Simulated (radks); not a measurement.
The numbers below are computed, except where a source is named.
Task: Species: the gold ion Au2+. Configuration: [Kr] 4d10 4f14 5s1 5p6 5d10 (not the ground configuration). Level of theory: Dirac Kohn-Sham, LDA (Slater exchange, Perdew-Wang correlation), spin-unpolarised, spherical densities, point nucleus (a radial shooting solver on a logarithmic mesh with Libxc functionals).

Spin-orbit splittings of the eigenvalues, e(l+1/2) - e(l-1/2), with zeta = 2 splitting/(2l+1) and mean radii in bohr:

| shell | occ. | splitting (eV) | zeta (eV) | <r> j=l-1/2 | <r> j=l+1/2 |
|---|---|---|---|---|---|
| 2p | 6 | ? | ? | 0.05800 | 0.06655 |
| 3p | 6 | 404.6 | 269.8 | 0.1737 | 0.1894 |
| 3d | 10 | 87.02 | 34.81 | 0.1649 | 0.1697 |
| 4p | 6 | 97.30 | 64.87 | 0.4095 | 0.4437 |
| 4d | 10 | 18.13 | 7.251 | 0.4519 | 0.4631 |
| 4f | 14 | 3.830 | 1.094 | 0.4937 | 0.5006 |
| 5p | 6 | 17.13 | 11.42 | 0.9928 | 1.089 |
| 5d | 10 | 1.817 | 0.7268 | 1.438 | 1.490 |
| 6p | 0 | 1.718 | 1.145 | 2.838 | 3.094 |

Estimate the 2p splitting.

Result: 1834 eV (zeta = 1223 eV).
